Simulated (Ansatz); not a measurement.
Si₄Ge₆. The state is a singlet with charge 0. Geometry PBE-D4/def2-SVP.

```xyz
10

Si   -0.761   -1.560    0.555
Si   -0.130    1.056   -2.717
Si   -0.654    0.854    1.469
Si    1.415    1.875    1.758
Ge    0.718   -0.976   -1.682
Ge    0.860    1.788   -0.632
Ge   -2.756   -0.323    1.210
Ge   -1.733    0.426   -1.014
Ge    1.749   -0.419    0.979
Ge    1.292   -2.721    0.074
```

Another isomer (singlet) lies 0.06 eV lower at PBE0-D4/def2-TZVP; other spin states weren't run for this one.

Estimate the orbital energies around the gap (eV) in Ansatz with PBE-D4/def2-TZVP, r2SCAN-D4/def2-TZVP, PBE0-D4/def2-TZVP.


| orbital | PBE-D4/def2-TZVP | r2SCAN-D4/def2-TZVP | PBE0-D4/def2-TZVP |
| --- | --- | --- | --- |
| HOMO−9 | -6.99 | -7.31 | -7.89 |
| HOMO−8 | -6.73 | -7.03 | -7.60 |
| HOMO−7 | -6.46 | -6.73 | -7.31 |
| HOMO−6 | -6.41 | -6.69 | -7.24 |
| HOMO−5 | -6.34 | -6.62 | -7.17 |
| HOMO−4 | -6.18 | -6.46 | -7.01 |
| HOMO−3 | -5.81 | -6.02 | -6.55 |
| HOMO−2 | -5.52 | -5.76 | -6.27 |
| HOMO−1 | -5.31 | -5.55 | -6.05 |
| HOMO | -5.25 | -5.49 | -5.98 |
| LUMO | -2.93 | -2.90 | -2.33 |
| LUMO+1 | -2.59 | -2.52 | -1.93 |
| LUMO+2 | -2.53 | -2.45 | -1.86 |
| LUMO+3 | -2.42 | -2.34 | -1.75 |
| LUMO+4 | -2.26 | -2.16 | -1.58 |
| LUMO+5 | -2.03 | -1.92 | -1.34 |
